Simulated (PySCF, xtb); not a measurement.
formate (CHO2), SMILES O=C[O-], charge -1.

Harmonic wavenumbers (cm⁻¹) from GFN2-xTB (xtb) at its own minimum, in rising order: 704, 948, 1274, 1466, 1831, 1975.

### Question
What does PBE0-D3(BJ)/def2-TZVPD (PySCF 2.14.0) give at its own minimum? (Estimate from the structure and the level; the computed values follow.)

### Answer
753, 1052, 1368, 1369, 1698, 2592. Paired by order, the mean absolute difference is 182 cm⁻¹ and the zero-point energies are 11.7 and 12.6 kcal/mol.
